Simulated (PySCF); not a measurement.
A side-by-side comparison of computed properties.

First species: C4H12O2P (charge +1).
InChI=1S/C4H11O2P/c5-2-1-3-7-4-6/h5-7H,1-4H2/p+1

Second species: C₃H₃F₃P₂.
SMILES: `C=C/P=P\C(F)(F)F`

Levels: CAM-B3LYP/def2-SVPD for HOMO energy, LUMO energy, HOMO–LUMO gap and static isotropic polarisability; TDDFT CAM-B3LYP/def2-SVPD for lowest singlet excitation; TDA CAM-B3LYP/def2-SVPD for lowest triplet excitation (Tamm–Dancoff). Geometries: GFN2-xTB. Each structure is a single optimised conformer of the isolated species, non-relativistic unless stated. Electronic properties by PySCF.

The conformers computed, where there is a choice (atom-mapped SMILES and torsion angles):
- `[CH2:1]=[CH:2]/[P:3]=[P:4]\[C:5]([F:6])([F:7])[F:8]`: C1–C2–P3–P4 91°, P3–P4–C5–F6 -68°

The conformers of `OCCC[PH2+]CO` aren't listed.

(1) Which of the two has the higher HOMO–LUMO gap, and by how much?

(2) Which of the two has the higher static isotropic polarisability, and by how much?

(3) Which of the two has the higher S1 energy, and by how much?

(4) Which has the higher HOMO energy?

(5) Which of the two has the higher T1 energy, and by how much?

(6) Which of the two has the higher LUMO energy, and by how much?

## Answers

(1) The first: 10.53 eV against 6.67 eV, a difference of 3.86 eV.

(2) The second: 90.2 au against 75.1 au, a difference of 15.1 au.

(3) The first: 7.43 eV against 3.12 eV, a difference of 4.31 eV.

(4) The second: -8.89 eV against -13.79 eV, a difference of 4.90 eV.

(5) The first: 7.21 eV against 1.99 eV, a difference of 5.22 eV.

(6) The second: -2.22 eV against -3.26 eV, a difference of 1.04 eV.

On the first: The principal polarisabilities are 65.3, 71.0 and 89.0 au; their mean is the isotropic value. The polarisability is 11.13 Å³ as a volume (1 au = 0.148185 Å³), or 1.14 au for each of the 66 electrons.

On the second: In wavenumbers S1 is 25200 cm⁻¹ (1 eV = 8065.54 cm⁻¹). 1 of the 8 computed singlets lies in the visible range (750 to 380 nm, 1.65 to 3.26 eV), with an oscillator strength of 0.000.
